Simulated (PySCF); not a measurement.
Level of theory: PySCF with CAM-B3LYP-D3(BJ)/def2-TZVPD. Isolated molecules, 0 K electronic values unless said otherwise. One relaxed conformer stands for a flexible species; it need not be the lowest. 

Reference species (SMILES): `[SiH3][O-]` (charge -1, multiplicity 1).

```
Item    Result
----  --------
HOMO  -2.70 eV
```

Changed species: `O=C(O)[SiH2][O-]` (Si–C–O–H torsion 180°, O–C–Si–O torsion -179°) (X = carboxy, proton removed; the reference has X = H, proton removed).

### Question
Predict the effect on the HOMO.

### Answer
the HOMO falls by 0.63 eV, to -3.33 eV.
